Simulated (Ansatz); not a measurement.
Start from `ClB(Cl)Cl` and change one atom or group to get `C=CB(Cl)Cl`.

Ansatz, PBE0-D4/def2-TZVP geometries, multiplicity 1. Each molecule was computed in one conformer, which needn't be the lowest.

```tsv
property	`ClB(Cl)Cl`
size of the dipole moment (B3LYP/def2-TZVPP) / D	0.00
LUMO energy (ωB97M-V/def2-TZVPP) / eV	0.47
HOMO energy (B3LYP/def2-TZVPP) / eV	-8.79
ideal-gas entropy at 298 K and 1 bar (rigid rotor, harmonic PBE0-D4/def2-TZVP) / J/(mol·K)	290
HOMO–LUMO gap (B3LYP/def2-TZVPP) / eV	6.94
LUMO energy (PBE/def2-TZVPP) / eV	-2.61
```

**Question.** Give the same properties after the change, and the shifts. (Estimate.)

**Answer.** Computed: 
| property | `C=CB(Cl)Cl` | shift |
| --- | --- | --- |
| size of the dipole moment (B3LYP/def2-TZVPP) / D | 1.91 | 1.91 |
| LUMO energy (ωB97M-V/def2-TZVPP) / eV | -0.10 | -0.57 |
| HOMO energy (B3LYP/def2-TZVPP) / eV | -8.28 | 0.51 |
| ideal-gas entropy at 298 K and 1 bar (rigid rotor, harmonic PBE0-D4/def2-TZVP) / J/(mol·K) | 328 | 38 |
| HOMO–LUMO gap (B3LYP/def2-TZVPP) / eV | 5.92 | -1.02 |
| LUMO energy (PBE/def2-TZVPP) / eV | -3.09 | -0.48 |

With PBE0 the HOMO rises by 0.55 eV and the LUMO falls by 0.50 eV, so the gap narrows by about 1.05 eV. PBE moves the HOMO by 0.24 eV and ωB97M-V by 0.60 eV. The zero-point energy changes by 109.6 kJ/mol with +12 modes.

B3LYP here is the variant with VWN-RPA as its local correlation; programs differ in this.
